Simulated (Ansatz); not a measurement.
The cluster Re3⁻, relaxed as a triplet with UKS PBE0-D4/def2-TZVPD in Ansatz, starting from the PBE0-D4/def2-TZVPD geometry of the charge -1 singlet. Force threshold 0.02 eV/Å.

In the def2 sets Re takes a core potential; there is no spin–orbit coupling. The charge -1 triplet is spin-contaminated (final ⟨S²⟩ up to 3.39, 2.00 for a pure state). At PBE0-D4/def2-TZVPD a quintet of charge -1 lies 0.17 eV below the triplet, each at its own geometry. The structure comes from a short search, and lower isomers may exist.

Start:

```xyz
3

Re   -0.483   -1.142   -0.261
Re    0.624    0.062    1.101
Re   -0.141    1.080   -0.840
```

| step | energy (eV) | largest force component (eV/Å) | SCF passes |
| --- | --- | --- | --- |
| 1 | -6386.6096 | 1.823 | 217 |
| 2 | -6386.7653 | 0.146 | 57 |
| 3 | -6386.7668 | 0.016 | 43 |

Force components are those of the run's own axes.

End:

```xyz
3

Re   -0.474   -1.175   -0.228
Re    0.625    0.021    1.125
Re   -0.151    1.154   -0.897
```

By distances, no bond broke or formed. The bond that changes most is Re1–Re3, from 2.32 to 2.44 Å (atoms count from 1).

No frequencies were taken in this run, so the end may be a saddle point.

Hardware: 4 threads of Intel Xeon on a shared host. Wall time 69 s.
